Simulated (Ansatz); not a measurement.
`F[SiH2]I` + H₂ → `[SiH3]I` + H–F at 400 K and 1 bar (hydrogenolysis of the Si–F bond).

Program: Ansatz. Geometries: PBE0-D4/def2-TZVP. ΔE: electronic, gas phase. CCSD(T)/CBS adds triple-zeta CCSD(T) − MP2 to the extrapolated MP2 energy (def2 sets, frozen cores). This one scheme is used for every species. Elements past krypton have def2 core potentials. For I outer-core shells are correlated without core-valence functions, which leaves a few kJ/mol of doubt a bond.

```json
{"species": "`F[SiH2]I`", "CCSD(T)/CBS energy (Eh)": "-687.61044", "H − E (kJ/mol)": "74.8", "S (J/(mol·K))": "320.4"}
{"species": "H₂", "CCSD(T)/CBS energy (Eh)": "-1.17544", "H − E (kJ/mol)": "38.0", "S (J/(mol·K))": "139.0"}
{"species": "`[SiH3]I`", "CCSD(T)/CBS energy (Eh)": "-588.34840", "H − E (kJ/mol)": "84.4", "S (J/(mol·K))": "288.4"}
{"species": "H–F", "CCSD(T)/CBS energy (Eh)": "-100.39570", "H − E (kJ/mol)": "36.5", "S (J/(mol·K))": "182.2"}
```

H − E and S are ideal-gas, rigid-rotor, harmonic terms from PBE0-D4/def2-TZVP. The MP2-based limit puts H₂ 0.8 mEh under its directly extrapolated value; such offsets cancel only in part. 1 Eh = 2625.50 kJ/mol, R = 8.31446 J/(mol·K).

Task: By hand: ΔE, ΔH, ΔS and ΔG.

Result: ΔE = (-588.34840) + (-100.39570) − (-687.61044) − (-1.17544) = 0.04178 Eh = 109.7 kJ/mol. Δ(H − E) = 84.4 + 36.5 − 74.8 − 38.0 = 8.1, so ΔH = 117.8 kJ/mol. ΔS = 288.4 + 182.2 − 320.4 − 139.0 = 11.2 J/(mol·K). ΔG = 117.8 − 400 × (11.2)/1000 = 113.3 kJ/mol.

Task: By hand: the equilibrium constant, and the temperature at which ΔG would vanish if ΔH and ΔS stayed fixed.

Result: log₁₀ K = −ΔG/(RT ln 10) = -14.8. ΔG = 0 at ΔH/ΔS = 10518 K, far beyond where these terms or the molecules hold.

The number of gas molecules stays the same, so ΔS is small and ΔH decides. A doubt of 5 kJ/mol in ΔE shifts log₁₀ K by 0.7 here. These are equilibria of isolated gas molecules and say nothing of rates. Largest T1 diagnostic: 0.009 (customary marks: 0.02 for closed shells, 0.045 for open ones).
